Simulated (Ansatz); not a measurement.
Reaction (cleavage of the In–B bond): `[InH2][B]1CN1` + `O[SiH3]` → `[SiH3][O][InH2]` + `B1CN1`

Gas-phase electronic energies from Ansatz, PBE0-D4/def2-TZVP geometries. CCSD(T)/CBS adds triple-zeta CCSD(T) − MP2 to the extrapolated MP2 energy (def2 sets, frozen cores). This one scheme is used for every species. Functionals use def2-TZVPP. HSE06 is defined as in plane-wave codes. Elements past krypton have def2 core potentials. For In outer-core shells are correlated without core-valence functions, which leaves a few kJ/mol of doubt a bond.

CCSD(T)/CBS gives -0.58 eV.

Question: Another level gave -0.59 eV. Which?
A. HSE06-D4/def2-TZVPP
B. RPA@PBE/def2-TZVPP
C. LDA (SPW92)/def2-TZVPP
D. B2PLYP/def2-TZVPP

Answer: D. B2PLYP -0.59, HSE06-D4 -0.45, RPA@PBE/def2-TZVPP -0.52, LDA (SPW92) -0.40 eV.

Largest T1 diagnostic among the species: 0.015.

From r2SCAN to r2SCAN0 (25 % exact exchange), in def2-TZVPP and without D4, ΔE moves by +0.04 eV. Leaving LDA and LC-ωPBE aside and taking each functional with its dispersion term where it has one, the values, not all of them listed here, spread over 0.18 eV, from B97M-V to HSE06-D4. LDA lies +0.06 eV from PBE without D4. At CCSD(T), def2-SVP lies −0.03 eV from the extrapolated value and def2-TZVPP +0.07 eV.
